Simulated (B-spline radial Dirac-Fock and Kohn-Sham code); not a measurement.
ΔSCF core binding energies without Breit or QED terms, calculated with an atomic code on a B-spline grid.

A sound run for manganese as Mn⁶⁺, [Ar] 3d1: The ground state converged in 9 iterations, with total energy -1147.65123 Ha, virial ratio 1.98649 and highest orbital energy -119.23 eV. ΔSCF binding energies: K (1s) 6683.1 eV, L3 (2p3/2) 779.6 eV. Holes are computed only in closed shells, and unreliable hole states are left out.

A second run, with one unsound setting: The ground state converged in 9 iterations, with total energy -1147.55335 Ha, virial ratio 1.98649 and highest orbital energy -119.29 eV. ΔSCF binding energies: K (1s) 6682.9 eV, L3 (2p3/2) 779.7 eV. Holes are computed only in closed shells, and unreliable hole states are left out.

```
iter   energy (Ha)        error
   1    -1139.63290850  9.38e-01
   2    -1147.15197600  2.13e-01
   3    -1147.48973829  8.15e-02
   4    -1147.54324772  3.24e-02
   5    -1147.55289439  7.01e-03
   6    -1147.55334664  3.08e-04
   7    -1147.55334730  2.28e-05
   8    -1147.55334731  1.38e-06
   9    -1147.55334731  5.47e-08
```

**Question.** Which fault fits the second run best?
A. speed of light below Z
B. overfilled shell
C. spline order too low
D. tolerance below the noise

**Answer.** C. The input had order = 3: order is too low for an accurate radial basis.
